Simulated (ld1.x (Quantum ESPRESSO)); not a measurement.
**Before and after: TM potential for tellurium**

tellurium (Te), norm-conserving Troullier–Martins (Kleinman–Bylander form), made with ld1.x (Quantum ESPRESSO) 7.5 (PBEsol, scalar-relativistic). Core [Kr] 4d10, reference 5s2 5p4. Waves: 5s (bound): rc 1.90 bohr; 5p (bound): rc 2.15 bohr. Local part: all-electron potential smoothed inside 1.95 bohr (lloc = -2). Core correction: none.

Change: wave 5p (bound): rc 2.15 bohr becomes 5p (bound): rc 1.64 bohr.

Cutoffs: the cutoffs (Ry, on a coarse ladder) from which the occupation-weighted sum of valence levels, in a spherical-Bessel basis at the reference potential, stays within 10 and 1 mRy of its value at 400 Ry; they do not see the model core or the augmentation charge, which bear on the density cutoff. Errors are all-electron minus pseudo energies relative to the spin-unpolarised reference configuration.

How do hardness, ghosts and transferability respond?

The potential gets harder (30 Ry and 40 Ry → 40 Ry and 90 Ry); of the 7 tests that both files solve, the error grows in 3 and shrinks in 1 by more than 15 % and 0.3 meV (median size 8.0 → 13.3 meV); neither file shows a bound ghost. A smaller radius makes the pseudo-wave follow the all-electron one further in, where it bends more sharply, so more plane waves are needed.

| quantity | base | changed |
| --- | --- | --- |
| cutoff, loose | 30 Ry | 40 Ry |
| cutoff, tight | 40 Ry | 90 Ry |
| loose cutoff by channel (10 mRy a level) | s 15 Ry, p 10 Ry | s 15 Ry, p 35 Ry |
| bound ghosts | none | none |
| error for 5s2 5p3, meV [ΔE 9.75 eV] | -3.4 | -2.7 |
| error for 5s2 5p2, meV [ΔE 27.72 eV] | -14 | -13 |
| error for 5s2 5p1, meV [ΔE 54.68 eV] | -37 | -43 |
| error for 5s2 5p3.5, meV [ΔE 3.91 eV] | -1.1 | -0.9 |
| error for 5s1 5p4, meV [ΔE 19.63 eV] | +8.0 | +21 |
| error for 5s2 5p0, meV [ΔE 91.20 eV] | -59 | -89 |
| error for 5s2 5p4.3, meV [ΔE -1.47 eV] | +0.3 | +0.3 |
